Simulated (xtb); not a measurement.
C$_{4}$H$_{12}$Ge, triplet, at the geometry of the source list (a higher spin typed on purpose: for a closed-shell molecule this is an excited state). Base run: GFN2-xTB (xtb).

Geometry (Å):
```xyz
17

Ge     1.8572     0.9232    -0.0201
C      0.5555    -0.1133     1.0458
C     -0.7779    -0.4390     0.3732
C     -0.5996    -1.5068    -0.7006
C     -1.4034     0.8152    -0.2247
H      3.1721     0.9482     0.6937
H      2.1260     0.3686    -1.3844
H      1.4478     2.3493    -0.2018
H      0.3666     0.4606     1.9570
H      1.0361    -1.0423     1.3610
H     -1.4563    -0.8356     1.1409
H      0.1220    -1.1720    -1.4436
H     -1.5441    -1.7063    -1.2011
H     -0.2390    -2.4365    -0.2639
H     -0.8278     1.1354    -1.0943
H     -1.4079     1.6239     0.5035
H     -2.4273     0.6274    -0.5406
```
Charge 0, spin multiplicity 3.
All else is at xtb's defaults.
Base energy -16.29016 Eh.

Variants of this job, named by their change:

```
change         ΔE vs base (kcal/mol)  dipole (D)  G_solv (kcal/mol)  SCF cycles
-------------  ---------------------  ----------  -----------------  ----------
base                           0.000        4.21                  -          19
gbsa = chcl3                   -5.10        5.09              -5.50          18
alpb = ether                   -5.37        5.05              -5.76          18
acc = 0.1                      0.000        4.21                  -          21
gbsa = water                   -1.00        5.54              -1.96          19
etemp = 10000                  -73.3        3.47                  -          12
alpb = thf                     -5.58        5.24              -6.16          20
```

ALPB and GBSA are two models with their own fitted parameters for each solvent, which aren't always the measured dielectric constant.
